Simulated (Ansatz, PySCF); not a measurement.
C3H7AlO, SMILES C=[CH][Al]([CH3])[OH].

Geometry: PBE0-D3(BJ)/def2-SVP. The structure was generated by enumeration; whether it is a known compound was not checked. One conformer was computed; it need not be the lowest.

Vertical ionisation energy (IE) and electron affinity (EA) in eV. Rows of orbital energies are one-electron estimates. Where ΔSCF, EOM or ADC give a negative EA the extra electron is unbound and the value depends on the basis.

```json
[
 {"level": "−ε(HOMO), −ε(LUMO), M06-2X/def2-TZVP (PySCF)", "IE": "8.92", "EA": "0.25"},
 {"level": "−ε(HOMO), −ε(LUMO), PBE/def2-TZVP (PySCF)", "IE": "6.41", "EA": "1.84"},
 {"level": "ΔSCF, CAM-B3LYP/def2-SVPD (Ansatz), final states of multiplicity 2 and 2", "IE": "9.97", "EA": "-0.75"},
 {"level": "ΔSCF, PBE/def2-SVPD (Ansatz), final states of multiplicity 2 and 2", "IE": "[?]", "EA": "[?]"}
]
```

### Question
Fill in the missing entries. (Estimate from the structure and the level; the computed values follow.)

### Answer

- ΔSCF, PBE/def2-SVPD (Ansatz, a quantum-chemistry and plane-wave program), final states of multiplicity 2 and 2, IE: 9.33
- ΔSCF, PBE/def2-SVPD (Ansatz), final states of multiplicity 2 and 2, EA: -0.54

### Question
What vertical singlet–triplet gap does ΔSCF give with CAM-B3LYP/def2-SVPD (Ansatz) and with PBE/def2-SVPD (Ansatz)? (Estimate from the structure and the level; the computed values follow.)

### Answer
4.03 and 4.09 eV (triplet above singlet where positive).
